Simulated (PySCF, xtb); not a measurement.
disilanylformaldehyde (CH6OSi2), SMILES [SiH3][SiH2]C=O.

xtb 6.7.1 with GFN2-xTB at its own geometry gives an orbital gap of 2.42 eV and a dipole moment of 2.83 D.

Coordinates come from a B3LYP-D3(BJ)/def2-SVP optimisation. One conformer was computed; it need not be the lowest.

Q: What does CAM-B3LYP/def2-TZVP in PySCF give? (The exact figures need the calculation; the answer reports its results.)

A: gap 7.88 eV (levels -8.48 and -0.60 eV), dipole 2.30 D.
